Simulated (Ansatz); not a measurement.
The same silylene extrusion along the group O, S, Se.

Program: Ansatz. Geometries: PBE0-D4/def2-TZVP. ΔE: electronic, gas phase. CBS: MP2 limit from def2 TZ/QZ plus the TZ coupled-cluster correction, frozen cores. This one scheme is used for every species. Functionals use def2-TZVPP. For Se outer-core shells are correlated without core-valence functions, which leaves a few kJ/mol of doubt a bond. Scalar relativity is left out up to krypton. Each species was taken in one conformer, which may not be the lowest.

| reaction | r2SCAN-D4 (kcal/mol) | ωB97M-V (kcal/mol) |
| --- | --- | --- |
| `N[SiH2]O[SiH3]` → `O[SiH3]` + `N[SiH]` | 69.9 | 65.8 |
| `N[SiH2]S[SiH3]` → `[SiH3]S` + `N[SiH]` | 57.9 | 52.9 |
| `N[SiH2][Se][SiH3]` → `[SiH3][SeH]` + `N[SiH]` | 58.9 | 53.8 |

Question: Give the CCSD(T)/CBS values in the same order. (An estimate is asked.)

Answer: Computed: 67.6, 54.9, 56.1 kcal/mol.

Largest T1 diagnostic: 0.015, for `N[SiH]`.
